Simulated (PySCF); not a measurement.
Molfile (atoms numbered from 1):
```
C4HF7O
     RDKit          3D

 13 12  0  0  0  0  0  0  0  0999 V2000
   -2.7086   -0.1405   -1.0223 O   0  0  0  0  0  0  0  0  0  0  0  0
   -2.1024   -0.2083   -0.0212 C   0  0  0  0  0  0  0  0  0  0  0  0
   -2.5048   -0.9166    1.0287 F   0  0  0  0  0  0  0  0  0  0  0  0
   -0.7402    0.4804    0.2689 C   0  0  0  0  0  0  0  0  0  0  0  0
   -0.8103    1.7674   -0.1420 F   0  0  0  0  0  0  0  0  0  0  0  0
   -0.4897    0.5089    1.5884 F   0  0  0  0  0  0  0  0  0  0  0  0
    0.3837   -0.2313   -0.5236 C   0  0  2  0  0  0  0  0  0  0  0  0
    0.1334   -1.5679   -0.5719 F   0  0  0  0  0  0  0  0  0  0  0  0
    1.7820   -0.0155    0.1006 C   0  0  0  0  0  0  0  0  0  0  0  0
    1.9315   -0.6630    1.2472 F   0  0  0  0  0  0  0  0  0  0  0  0
    2.0058    1.2794    0.3182 F   0  0  0  0  0  0  0  0  0  0  0  0
    2.7266   -0.4478   -0.7355 F   0  0  0  0  0  0  0  0  0  0  0  0
    0.3886    0.1553   -1.5531 H   0  0  0  0  0  0  0  0  0  0  0  0
  1  2  2  0
  2  3  1  0
  2  4  1  0
  4  5  1  0
  4  6  1  0
  4  7  1  0
  7  8  1  0
  7  9  1  0
  9 10  1  0
  9 11  1  0
  9 12  1  0
  7 13  1  6
M  END
```

Calculated, not measured (PySCF 2.14): shieldings: GIAO PBE0/pcSseg-1, GFN2-xTB structure. One conformer, isolated molecule, one averaged value for each set of equivalent atoms, no relativistic terms.

Shifts are taken against calculated references (same method and geometry level): ¹³C (186.93 ppm) and ¹H (31.72 ppm) against TMS; ¹⁷O (336.08 ppm) vs H2O; CFCl3 for ¹⁹F (170.95 ppm).

```json
{"atoms": "C2", "nucleus": "¹³C", "count": "1", "Hirshfeld charge": "0.23", "δ (ppm)": "?"}
{"atoms": "H13", "nucleus": "¹H", "count": "1", "Hirshfeld charge": "0.06", "δ (ppm)": "5.27"}
{"atoms": "F3", "nucleus": "¹⁹F", "count": "1", "Hirshfeld charge": "-0.06", "δ (ppm)": "40.9"}
{"atoms": "C7", "nucleus": "¹³C", "count": "1", "Hirshfeld charge": "0.03", "δ (ppm)": "?"}
{"atoms": "F5", "nucleus": "¹⁹F", "count": "1", "Hirshfeld charge": "-0.08", "δ (ppm)": "-117.4"}
{"atoms": "F10/F11/F12", "nucleus": "¹⁹F", "count": "3", "Hirshfeld charge": "-0.08", "δ (ppm)": "-88.0"}
{"atoms": "F6", "nucleus": "¹⁹F", "count": "1", "Hirshfeld charge": "-0.08", "δ (ppm)": "-140.3"}
{"atoms": "C4", "nucleus": "¹³C", "count": "1", "Hirshfeld charge": "0.17", "δ (ppm)": "119.3"}
{"atoms": "C9", "nucleus": "¹³C", "count": "1", "Hirshfeld charge": "0.25", "δ (ppm)": "?"}
{"atoms": "F8", "nucleus": "¹⁹F", "count": "1", "Hirshfeld charge": "-0.08", "δ (ppm)": "-237.3"}
{"atoms": "O1", "nucleus": "¹⁷O", "count": "1", "Hirshfeld charge": "-0.19", "δ (ppm)": "456.9"}
```

Question: Estimate the values marked ?.

Answer: 
- C2: 162.3 ppm, carbonyl carbon
- C9: 129.5 ppm, CF3 carbon; 3 electronegative neighbours deshield it
- C7: 94.3 ppm, sp3 CH bonded to F; pulled downfield by the heteroatom

Shifts are as computed. Against solution values, carbons near 30 ppm lie about +3 ppm off and those near 130 ppm about +5 ppm. Of 1211 compounds with measured shifts, 218 miss one by over three times the rms of a fit or turn the order of signals round; such compounds aren't used in these exercises. Unscaled 19F shifts against computed CFCl3 carry errors that often reach 10 to 50 ppm. Unscaled 17O shifts of doubly bonded oxygen tend to come out too high, by tens of ppm or more. Experimental scales use liquid or dissolved standards, which lie at an offset from isolated H2O (liquid H2O: subtract about 36 ppm).
